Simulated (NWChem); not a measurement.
System: CHCuO; SMILES [CuH]<-[C-]#[O+]

The following NWChem deck was run.

```
start job
memory heap 200 mb stack 900 mb global 1100 mb
geometry units angstroms noautoz
  Cu    -0.001273    -0.760357     0.000000
  H     -0.019139    -2.291552     0.000000
  O     -0.000760     2.218895     0.000000
  C      0.004614     1.089593     0.000000
end
basis spherical
  Cu library def2-svp
  H library def2-svp
  O library def2-svp
  C library def2-svp
end
dft
  xc xtpss03 ctpss03
  iterations 150
  mulliken
end
task dft energy
```

Parts of the log:

```
             Northwest Computational Chemistry Package (NWChem) 7.3.0
             --------------------------------------------------------

 CS  symmetry detected

                             Geometry "geometry" -> ""
                             -------------------------

 Output coordinates in angstroms (scale by  1.889725989 to convert to a.u.)

  No.       Tag          Charge          X              Y              Z
 ---- ---------------- ---------- -------------- -------------- --------------
    1 Cu                  29.0000     0.00028522    -0.75914831     0.00000000
    2 H                    1.0000    -0.01601715    -2.29036076     0.00000000
    3 O                    8.0000    -0.00224412     2.22010266     0.00000000
    4 C                    6.0000     0.00428310     1.09080674     0.00000000

 Effective nuclear repulsion energy (a.u.)     125.3716042615

      Symmetry information
      --------------------

 Group name             Cs
 Group number              2
 Group order               2
 No. of unique centers     4

                                 NWChem DFT Module
                                 -----------------

 Summary of "ao basis" -> "ao basis" (spherical)
 ------------------------------------------------------------------------------
       Tag                 Description            Shells   Functions and Types
 ---------------- ------------------------------  ------  ---------------------
 Cu                         def2-svp                11       31   5s3p2d1f
 H                          def2-svp                 3        5   2s1p
 O                          def2-svp                 6       14   3s2p1d
 C                          def2-svp                 6       14   3s2p1d

      Symmetry analysis of basis
      --------------------------

        a'         45
        a"         19

            General Information
            -------------------
          SCF calculation type: DFT
          Wavefunction type:  closed shell.
          No. of atoms     :     4
          No. of electrons :    44
           Alpha electrons :    22
            Beta electrons :    22
          Charge           :     0
          Spin multiplicity:     1
          Use of symmetry is: on ; symmetry adaption is: on
          Maximum number of iterations: 150
          AO basis - number of functions:    64
                     number of shells:    26
          Convergence on energy requested:  1.00D-06
          Convergence on density requested:  1.00D-05
          Convergence on gradient requested:  5.00D-04

              XC Information
              --------------
                  TPSS metaGGA Exchange Functional  1.000
             TPSS03 metaGGA Correlation Functional  1.000

             Grid Information
             ----------------
          Grid used for XC integration:  medium
          Radial quadrature: Mura-Knowles
          Angular quadrature: Lebedev.
          Tag              B.-S. Rad. Rad. Pts. Rad. Cut. Ang. Pts.
          ---              ---------- --------- --------- ---------
          Cu                  1.35      112           8.0       590
          H                   0.35       45          10.0       434
          O                   0.60       49          11.0       434
          C                   0.70       49          10.0       434
          Grid pruning is: on
          Number of quadrature shells:   255
          Spatial weights used:  Erf1

      Superposition of Atomic Density Guess
      -------------------------------------

 Sum of atomic energies:       -1751.50046938

      Non-variational initial energy
      ------------------------------

 Total energy =   -1751.993536
 1-e energy   =   -2685.085233
 2-e energy   =     807.720093
 HOMO         =      -0.384803
 LUMO         =      -0.023722

      Symmetry analysis of molecular orbitals - initial
      -------------------------------------------------

  Numbering of irreducible representations:

     1 a'          2 a"

  Orbital symmetries:

     1 a'          2 a'          3 a'          4 a'          5 a"
     6 a'          7 a'          8 a'          9 a'         10 a'
    11 a"         12 a'         13 a'         14 a'         15 a'
    16 a"         17 a'         18 a"         19 a'         20 a"
    21 a'         22 a'         23 a"         24 a'         25 a'
    26 a'         27 a"         28 a'         29 a'         30 a'
    31 a'         32 a"

     ---------------------------------------------
      Total Density - Mulliken Population Analysis
     ---------------------------------------------

    Atom       Charge   Shell Charges
 -----------   ------   -------------------------------------------------------
    1 Cu  29    29.21   2.00  2.00  2.00  0.91  0.02  6.00  6.01  0.34  8.35  1.59  0.00
    2 H    1     1.18   0.67  0.51  0.01
    3 O    8     8.29   1.99  1.14  0.63  2.88  1.65  0.02
    4 C    6     5.31   1.99  1.02  0.45  1.28  0.51  0.06

   convergence    iter        energy       DeltaE   RMS-Dens  Diis-err
 ---------------- ----- ----------------- --------- --------- ---------
 d= 0,ls=0.0,diis     1  -1753.8978848545 -1.88D+03  2.38D-01  2.46D+00
 d= 0,ls=0.5,diis     2  -1729.2763543366  2.46D+01  3.08D-02  1.41D+02
 d= 0,ls=0.5,diis     3  -1735.0168576361 -5.74D+00  2.19D-02  1.27D+02
 d= 0,ls=0.5,diis     4  -1737.7468887094 -2.73D+00  2.86D-02  1.13D+02
 d= 0,ls=0.5,diis     5  -1742.2397201415 -4.49D+00  2.30D-02  8.94D+01
 d= 0,ls=0.5,diis     6  -1745.1992641166 -2.96D+00  6.07D-02  6.56D+01
 d= 0,ls=0.5,diis     7  -1748.3089140324 -3.11D+00  9.40D-02  4.85D+01
 d= 0,ls=0.5,diis     8  -1751.3472728234 -3.04D+00  4.14D-02  2.19D+01
 d= 0,ls=0.5,diis     9  -1752.4279145808 -1.08D+00  1.90D-02  9.90D+00
 d= 0,ls=0.5,diis    10  -1752.8475371899 -4.20D-01  4.07D-02  5.35D+00
 d= 0,ls=0.5,diis    11  -1753.7966729442 -9.49D-01  5.94D-03  4.07D+00
 d= 0,ls=0.5,diis    12  -1753.6773588975  1.19D-01  2.44D-03  5.34D+00
  Resetting Diis
 d= 0,ls=0.5,diis    13  -1753.6586722033  1.87D-02  1.34D-03  5.42D+00
 d= 0,ls=0.5,diis    14  -1753.7066393565 -4.80D-02  5.76D-02  4.83D+00
 d= 0,ls=0.5,diis    15  -1747.8593315288  5.85D+00  1.04D-02  8.89D+01
 d= 0,ls=0.5,diis    16  -1749.9021928227 -2.04D+00  5.06D-03  5.85D+01
 d= 0,ls=0.5,diis    17  -1750.8510424322 -9.49D-01  3.43D-03  4.61D+01
 d= 0,ls=0.5,diis    18  -1750.4201575040  4.31D-01  3.88D-03  5.04D+01
 d= 0,ls=0.5,diis    19  -1749.7799375818  6.40D-01  8.61D-03  5.61D+01
 d= 0,ls=0.5,diis    20  -1751.4484697932 -1.67D+00  7.81D-03  3.60D+01
 d= 0,ls=0.5,diis    21  -1752.6387005979 -1.19D+00  1.08D-02  2.05D+01
 d= 0,ls=0.5,diis    22  -1753.7210549860 -1.08D+00  7.87D-03  5.27D+00
 d= 0,ls=0.5,diis    23  -1754.0764071750 -3.55D-01  5.04D-03  7.50D-01
 d= 0,ls=0.5,diis    24  -1754.1534671146 -7.71D-02  2.75D-03  3.65D-02
 d= 0,ls=0.5,diis    25  -1754.1632366616 -9.77D-03  1.52D-03  1.52D-02
 d= 0,ls=0.5,diis    26  -1754.1650341393 -1.80D-03  1.07D-03  1.58D-02
 d= 0,ls=0.5,diis    27  -1754.1664499257 -1.42D-03  5.44D-04  2.12D-03
 d= 0,ls=0.5,diis    28  -1754.1667311585 -2.81D-04  3.11D-04  5.86D-04
 d= 0,ls=0.5,diis    29  -1754.1668246665 -9.35D-05  2.00D-04  1.87D-04
 d= 0,ls=0.5,diis    30  -1754.1668617065 -3.70D-05  1.23D-04  3.19D-05
 d= 0,ls=0.5,diis    31  -1754.1668743954 -1.27D-05  8.15D-05  1.07D-05
 d= 0,ls=0.5,diis    32  -1754.1668794979 -5.10D-06  5.32D-05  6.75D-06
 d= 0,ls=0.5,diis    33  -1754.1668818923 -2.39D-06  3.64D-05  4.44D-06
 d= 0,ls=0.5,diis    34  -1754.1668830219 -1.13D-06  2.49D-05  3.50D-06
 d= 0,ls=0.5,diis    35  -1754.1668835822 -5.60D-07  1.72D-05  2.75D-06
 d= 0,ls=0.5,diis    36  -1754.1668838947 -3.13D-07  1.20D-05  2.04D-06
 d= 0,ls=0.5,diis    37  -1754.1668840788 -1.84D-07  8.36D-06  1.40D-06

         Total DFT energy =    -1754.166884190425
      One electron energy =    -2687.947144535759
           Coulomb energy =      889.805602955068
    Exchange-Corr. energy =      -81.396946871269
 Nuclear repulsion energy =      125.371604261535

 Numeric. integr. density =       44.000002060162

                  Occupations of the irreducible representations
                  ----------------------------------------------

                     irrep           alpha         beta
                     --------     --------     --------
                     a'               17.0         17.0
                     a"                5.0          5.0

                       DFT Final Molecular Orbital Analysis
                       ------------------------------------

 Vector   20  Occ=2.000000D+00  E=-2.414603D-01  Symmetry=a'
              MO Center=  3.2D-04, -7.6D-01, -1.8D-15, r^2= 3.4D-01
   Bfn.  Coefficient  Atom+Function         Bfn.  Coefficient  Atom+Function
  ----- ------------  ---------------      ----- ------------  ---------------
    17      0.739975  1 Cu d  0              19     -0.427309  1 Cu d  2
    22      0.265200  1 Cu d  0              24     -0.153142  1 Cu d  2

 Vector   21  Occ=2.000000D+00  E=-2.414594D-01  Symmetry=a"
              MO Center=  3.2D-04, -7.6D-01, -1.0D-13, r^2= 3.4D-01
   Bfn.  Coefficient  Atom+Function         Bfn.  Coefficient  Atom+Function
  ----- ------------  ---------------      ----- ------------  ---------------
    18      0.854491  1 Cu d  1              23      0.306241  1 Cu d  1

 Vector   22  Occ=2.000000D+00  E=-2.121578D-01  Symmetry=a'
              MO Center= -7.0D-03, -1.4D+00,  7.4D-15, r^2= 1.8D+00
   Bfn.  Coefficient  Atom+Function         Bfn.  Coefficient  Atom+Function
  ----- ------------  ---------------      ----- ------------  ---------------
     4      0.510946  1 Cu s                 19      0.388481  1 Cu d  2
    32      0.286144  2 H  s                  3     -0.251777  1 Cu s
    17      0.224374  1 Cu d  0              33      0.168284  2 H  s
    13     -0.154757  1 Cu py                24      0.138586  1 Cu d  2
    10      0.084542  1 Cu py                22      0.080043  1 Cu d  0

 Vector   23  Occ=0.000000D+00  E=-1.084787D-01  Symmetry=a"
              MO Center=  2.3D-03,  9.6D-01, -1.2D-14, r^2= 2.0D+00
   Bfn.  Coefficient  Atom+Function         Bfn.  Coefficient  Atom+Function
  ----- ------------  ---------------      ----- ------------  ---------------
    56      0.518033  4 C  pz                59      0.479121  4 C  pz
    42     -0.391867  3 O  pz                45     -0.383248  3 O  pz
    16     -0.272483  1 Cu d -1              14      0.240773  1 Cu pz
    11     -0.096798  1 Cu pz                21     -0.066488  1 Cu d -1
     8      0.031017  1 Cu pz

 Vector   24  Occ=0.000000D+00  E=-1.084776D-01  Symmetry=a'
              MO Center=  3.6D-03,  9.6D-01,  1.1D-13, r^2= 2.0D+00
   Bfn.  Coefficient  Atom+Function         Bfn.  Coefficient  Atom+Function
  ----- ------------  ---------------      ----- ------------  ---------------
    54      0.518023  4 C  px                57      0.479110  4 C  px
    40     -0.391855  3 O  px                43     -0.383227  3 O  px
    15     -0.272503  1 Cu d -2              12      0.240737  1 Cu px
     9     -0.096784  1 Cu px                20     -0.066498  1 Cu d -2
     6      0.031013  1 Cu px

 Vector   25  Occ=0.000000D+00  E= 2.273764D-02  Symmetry=a'
              MO Center=  7.7D-03, -7.1D-01,  9.0D-15, r^2= 9.0D+00
   Bfn.  Coefficient  Atom+Function         Bfn.  Coefficient  Atom+Function
  ----- ------------  ---------------      ----- ------------  ---------------
     5      1.606471  1 Cu s                 33     -0.650961  2 H  s
     4     -0.467042  1 Cu s                 53     -0.248174  4 C  s
    52     -0.239678  4 C  s                 19     -0.218236  1 Cu d  2
    32     -0.170585  2 H  s                 17     -0.126014  1 Cu d  0
    13     -0.123546  1 Cu py                55      0.118730  4 C  py

     ---------------------------------------------
      Total Density - Mulliken Population Analysis
     ---------------------------------------------

    Atom       Charge   Shell Charges
 -----------   ------   -------------------------------------------------------
    1 Cu  29    28.82   2.00  2.00  2.00  0.85  0.05  6.00  6.01  0.39  7.72  1.81  0.00
    2 H    1     1.18   0.69  0.48  0.01
    3 O    8     7.99   1.99  1.14  0.61  2.81  1.41  0.02
    4 C    6     6.01   1.99  1.07  0.43  1.77  0.68  0.07

     -------------------------------------------
      Total Density - Lowdin Population Analysis
     -------------------------------------------

    Atom       Charge   Shell Charges
 -----------   ------   -------------------------------------------------------
    1 Cu  29    28.94   2.00  2.00  1.96  0.61  0.26  5.99  5.90  0.62  7.52  2.07  0.00
    2 H    1     1.21   0.62  0.57  0.02
    3 O    8     7.90   1.98  0.93  0.62  2.65  1.69  0.04
    4 C    6     5.94   1.97  0.76  0.49  1.63  0.94  0.16

     Multipole analysis of the density
     ---------------------------------

     L   x y z        total         alpha         beta         nuclear
     -   - - -        -----         -----         ----         -------
     0   0 0 0     -0.000000    -22.000000    -22.000000     44.000000

     1   1 0 0      0.013264      0.006632      0.006632     -0.000000
     1   0 1 0      1.190070      0.595035      0.595035      0.000000
     1   0 0 1     -0.000000     -0.000000     -0.000000      0.000000

     2   2 0 0    -18.062503     -9.031982     -9.031982      0.001462
     2   1 1 0     -0.033651     -0.050002     -0.050002      0.066352
     2   1 0 1     -0.000000     -0.000000     -0.000000      0.000000
     2   0 2 0    -23.799565   -134.259861   -134.259861    244.720158
     2   0 1 1      0.000000      0.000000      0.000000      0.000000
     2   0 0 2    -18.062197     -9.031098     -9.031098      0.000000
```

Level: TPSS/def2-SVP. Geometry: optimised at PBE0/def2-SVP.
